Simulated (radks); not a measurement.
Problem. The niobium ion Nb2+, 39 electrons, occupied as [Kr] 4d3. Method: non-relativistic Kohn-Sham, LDA (Slater exchange, Perdew-Wang correlation), spin-unpolarised, spherical densities, point nucleus; relativity is left out, which matters for an element this heavy; computed with a radial shooting solver on a logarithmic mesh with Libxc functionals. Some entries of the table are withheld. Estimate them.

| orbital | occ. | eigenvalue (Ry) | <1/r> (bohr^-1) |
|---|---|---|---|
| 1s | 2 | -1348.838 | (1) |
| 2s | 2 | -186.7967 | 9.095 |
| 2p | 6 | -171.8590 | 9.094 |
| 3s | 2 | -32.09909 | 3.132 |
| 3p | 6 | -26.41736 | 3.041 |
| 3d | 10 | -15.99176 | 2.856 |
| 4s | 2 | -5.36523 | 1.147 |
| 4p | 6 | (2) | (3) |
| 4d | 3 | -1.44017 | 0.7219 |

Solution. 
(1) 1s <1/r> (bohr^-1): 40.44
(2) 4p eigenvalue (Ry): -3.78147
(3) 4p <1/r> (bohr^-1): 1.031
